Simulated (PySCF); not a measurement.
**Electron correlation in S⁻ (sulfur, charge -1)**

[Ne] 3s2 3p5, 2P determinant. All numbers are calculated (PySCF 2.14, no relativity, point nucleus, in aug-cc-pwCVQZ). Frozen: 1s2; 15 electrons correlated.

MP2 pair energies summed by pair of shells (mhartree):

```csv
pair,energy,share (%)
2p-2p,-190.80,39.1
3p-3p,-101.24,20.7
2s-2p,-60.06,12.3
3s-3p,-59.79,12.3
2p-3p,-30.27,6.2
2p-3s,-17.15,3.5
3s-3s,-10.86,2.2
2s-2s,-9.94,2.0
2s-3p,-5.11,1.0
2s-3s,-2.75,0.6
```

Total MP2 correlation energy: -487.99 mhartree.

Same-spin part -125.40 and opposite-spin part -362.58 mhartree; SCS-MP2 scales them by 1/3 and 6/5 to -476.90 mhartree.
